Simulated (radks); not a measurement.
Q: Coherent X-ray form factor from a spherical all-electron density. Method: non-relativistic Kohn-Sham, PBE, spin-unpolarised, spherical densities, point nucleus; computed with a radial shooting solver on a logarithmic mesh with Libxc functionals.

| sin(theta)/lambda (1/angstrom) | f0 (electrons) |
|---|---|
| 0.05 | 17.771 |
| 0.1 | 17.119 |
| 0.15 | 16.131 |
| 0.2 | 14.931 |
| 0.25 | 13.647 |
| 0.3 | 12.389 |
| 0.4 | 10.228 |
| 0.5 | 8.687 |
| 0.6 | 7.669 |
| 0.8 | 6.435 |
| 1 | 5.478 |
| 1.25 | 4.326 |
| 1.5 | 3.334 |
| 2 | 2.078 |

The species is in the configuration that NIST lists as its ground one. Which atom or ion scatters so?

A: The scandium ion Sc3+, [Ar]. Extrapolating in s^2 from the first two rows gives f0(0) = 18.0, near the electron count 18; among species with that count, the fall with angle is slower the higher Z, and the table is that of Z = 21; from so few rows the species is fixed only to a neighbour or two.
